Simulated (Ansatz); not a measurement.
Frontier orbitals of `[OH][Cd][SH]`.

The species carries charge 0 and has multiplicity 1. Correlated methods include outer-core shells of Cd, which these sets cover unevenly. Cd takes the def2 core potential. All single points use the PBE0-D4/def2-TZVP geometry. It is one conformer, not always the lowest. Basis def2-TZVPP, Ansatz.

Problem. Compute the vertical ionisation energy as the energy of the cation minus that of the neutral molecule, at each level. (Best estimate.)

Solution. Ansatz gave: 
```json
{"level": "PBE-D4/def2-TZVPP", "IE (eV)": "9.32", "difference from CCSD(T)/def2-TZVPP": "-0.26"}
{"level": "r2SCAN-D4/def2-TZVPP", "IE (eV)": "9.44", "difference from CCSD(T)/def2-TZVPP": "-0.14"}
{"level": "PBE0-D4/def2-TZVPP", "IE (eV)": "9.63", "difference from CCSD(T)/def2-TZVPP": "0.05"}
{"level": "B3LYP-D4/def2-TZVPP", "IE (eV)": "9.65", "difference from CCSD(T)/def2-TZVPP": "0.06"}
{"level": "ωB97X-V/def2-TZVPP", "IE (eV)": "9.69", "difference from CCSD(T)/def2-TZVPP": "0.11"}
{"level": "ωB97M-V/def2-TZVPP", "IE (eV)": "9.70", "difference from CCSD(T)/def2-TZVPP": "0.12"}
{"level": "B2PLYP/def2-TZVPP", "IE (eV)": "9.61", "difference from CCSD(T)/def2-TZVPP": "0.03"}
{"level": "HF/def2-TZVPP", "IE (eV)": "8.49", "difference from CCSD(T)/def2-TZVPP": "-1.09"}
{"level": "MP2/def2-TZVPP", "IE (eV)": "9.68", "difference from CCSD(T)/def2-TZVPP": "0.10"}
{"level": "CCSD/def2-TZVPP", "IE (eV)": "9.52", "difference from CCSD(T)/def2-TZVPP": "-0.06"}
{"level": "CCSD(T)/def2-TZVPP", "IE (eV)": "9.58", "difference from CCSD(T)/def2-TZVPP": "0.00"}
{"level": "HF/def2-QZVPP", "IE (eV)": "8.48", "difference from CCSD(T)/def2-TZVPP": "-1.10"}
{"level": "MP2/def2-QZVPP", "IE (eV)": "9.82", "difference from CCSD(T)/def2-TZVPP": "0.24"}
```

B3LYP here is the variant with VWN-RPA as its local correlation; programs differ in this.
